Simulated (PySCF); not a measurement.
C2H4B2F2Si.
Bonds: C1–C2 (triple), C2–B3, B3–F4, B3–B5, B5–Si6, Si6–F7. Hydrogens: H8 on C1; H9 on B5; H10, H11 on Si6.

Jobs on this species (11 atoms, 58 electrons) with PySCF (density fitting). Hardware of each: an Arm Neoverse V1 with one thread, shared host. Times come from a shared host and carry two figures at best. Peak memory is the resident size of the whole Python process, interpreter and libraries included.

```csv
level and settings,work,basis functions,SCF cycles,wall time,peak memory
"delta-SCF UKS PBE, pcX-2 on the ionised atom, pcseg-1 elsewhere, spin-free X2C","ΔSCF core ionisation, 8 holes",164,?,?,?
"delta-SCF UKS HF, pcX-2 on the ionised atom, pcseg-1 elsewhere, spin-free X2C","ΔSCF core ionisation, 8 holes",164,132,45 s,0.66 GiB
"delta-SCF UKS SCAN, pcX-1 on the ionised atom, pcseg-1 elsewhere, spin-free X2C","ΔSCF core ionisation, 8 holes",144,152,44 s,0.51 GiB
"delta-SCF UKS B3LYP, pcX-2 on the ionised atom, pcseg-1 elsewhere, spin-free X2C","ΔSCF core ionisation, 8 holes",164,137,72 s,0.69 GiB
"delta-SCF UKS SCAN, pcX-2 on the ionised atom, pcseg-1 elsewhere, non-relativistic","ΔSCF core ionisation, 8 holes",164,154,52 s,0.62 GiB
"delta-SCF UKS SCAN, pcX-2 on the ionised atom, pcseg-1 elsewhere, spin-free X2C","ΔSCF core ionisation, 8 holes",164,154,54 s,0.52 GiB
"PBE0-D3(BJ)/def2-SVP, grid level 1",geometry optimisation from a GFN2-xTB start shaken at random,122,70,56 s,0.50 GiB
"delta-SCF UKS PBE0, pcX-2 on the ionised atom, pcseg-1 elsewhere, spin-free X2C","ΔSCF core ionisation, 8 holes",164,132,68 s,0.70 GiB
"delta-SCF UKS SCAN, def2-TZVP on the ionised atom, pcseg-1 elsewhere, spin-free X2C","ΔSCF core ionisation, 8 holes",141,153,49 s,0.47 GiB
```

Fill in the missing figures.

- delta-SCF UKS PBE, pcX-2 on the ionised atom, pcseg-1 elsewhere, spin-free X2C; ΔSCF core ionisation, 8 holes: 33 s, 0.62 GiB, 149 SCF cycles

What do all jobs in the table cost together?

About 7.9 min; the longest takes about 15 % of that, and about 2.2 times as long as the shortest.
